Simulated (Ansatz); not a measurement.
Start from `[OH][In]([OH])[Br]` and change one element to get `[OH][In]([OH])[F]`.

Ansatz, PBE0-D4/def2-TZVP geometries, multiplicity 1. Each molecule was computed in one conformer, which needn't be the lowest.

Elements past krypton have def2 core potentials. Scalar relativity is left out up to krypton.

```csv
property,`[OH][In]([OH])[Br]`
LUMO energy (PBE/def2-TZVPP) / eV,-3.14
HOMO energy (PBE/def2-TZVPP) / eV,-7.21
HOMO energy (ωB97M-V/def2-TZVPP) / eV,-10.83
HOMO–LUMO gap (B3LYP/def2-TZVPP) / eV,5.72
size of the dipole moment (B3LYP/def2-TZVPP) / D,1.36
HOMO–LUMO gap (PBE0/def2-TZVPP) / eV,6.32
```

**Question.** What does the change do to each property? (An estimate is asked.)

**Answer.** The calculation gave: 
```
                                        property  `[OH][In]([OH])[F]`  shift
               LUMO energy (PBE/def2-TZVPP) / eV                -3.26  -0.12
               HOMO energy (PBE/def2-TZVPP) / eV                -7.35  -0.14
           HOMO energy (ωB97M-V/def2-TZVPP) / eV               -11.55  -0.72
           HOMO–LUMO gap (B3LYP/def2-TZVPP) / eV                 6.09   0.37
size of the dipole moment (B3LYP/def2-TZVPP) / D                 2.10   0.74
            HOMO–LUMO gap (PBE0/def2-TZVPP) / eV                 6.73   0.41
```

With PBE0 the HOMO falls by 0.48 eV and the LUMO falls by 0.07 eV, so the gap widens by about 0.41 eV. PBE moves the HOMO by -0.14 eV and ωB97M-V by -0.72 eV. Dipoles are sizes alone; their direction can turn.

B3LYP here is the variant with VWN-RPA as its local correlation; programs differ in this.

Spin–orbit coupling is left out; it splits and shifts lone-pair levels of the heavy atoms by tenths of an eV.
